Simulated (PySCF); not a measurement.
This PySCF input asks for the NMR shieldings of SMILES C=N[Si@@H]1CC(C#N)=N1, C4H5N3Si; the geometry comes from GFN2-xTB.

```python
import basis_set_exchange as bse
import numpy as np
from pyscf import gto, dft
from pyscf.prop import nmr

atoms = """
C     2.778692   -0.092067    0.728795
N     1.960276    0.142383   -0.184710
Si    0.456849   -0.533051   -0.666145
C    -0.961547    0.774398   -0.657737
C    -1.541484   -0.187079    0.339340
C    -2.792954   -0.027957    0.971957
N    -3.820539    0.155181    1.447779
N    -0.731625   -1.168325    0.523872
H     3.674586    0.520204    0.796024
H     2.670377   -0.875056    1.481087
H     0.640762   -1.364630   -1.835654
H    -0.760932    1.754829   -0.231614
H    -1.576850    0.901655   -1.545376
"""
names = dict.fromkeys(["C", "N", "Si", "H"], "pcSseg-1")
basis = {el: gto.basis.parse(bse.get_basis(n, elements=[el], fmt="nwchem")) for el, n in names.items()}
mol = gto.M(atom=atoms, basis=basis, charge=0, verbose=0)
mf = dft.RKS(mol, xc="PBE0")
mf.grids.level = 2
mf.grids.alignment = dft.numint.BLKSIZE   # the property module wants whole blocks of grid points
mf.conv_tol = 1e-9
mf.kernel()

calc = nmr.RKS(mf)   # GIAO
C = mf.mo_coeff
Co = C[:, mf.mo_occ > 0]
resp = mf.gen_response(singlet=True, hermi=2)
def vind(x):   # induced exchange potential for any number of trial vectors
    d = np.einsum("pi,xij,qj->xpq", C, 2 * x.reshape(-1, C.shape[1], Co.shape[1]), Co, optimize=True)
    return np.einsum("xpq,pi,qj->xij", resp(d - d.transpose(0, 2, 1)), C, Co, optimize=True).ravel()
mo1, _ = nmr.rhf.solve_mo1(calc, with_cphf=vind)
sigma = calc.kernel(mo1)
for i, s in enumerate(sigma):   # ppm
    print("%2d %-2s %9.2f" % (i, mol.atom_pure_symbol(i), np.trace(s) / 3))
```

**Question.** Give the expected output.

**Answer.** 
```
 0 C       7.56
 1 N    -145.17
 2 Si    373.75
 3 C     141.22
 4 C       3.53
 5 C      67.75
 6 N     -58.66
 7 N    -247.81
 8 H      22.94
 9 H      22.77
10 H      26.07
11 H      28.84
12 H      28.65
```

These numbers come from an equivalent density-fitted implementation of the same equations, which agrees with the script to about 0.01 ppm for H and up to a few tenths of a ppm for heavy atoms, so last digits may differ.

Size and cost of the density-fitted run: 168 basis functions, 38 s wall time on 1 thread of an Arm Neoverse N1, shared host; peak memory 0.85 GiB.
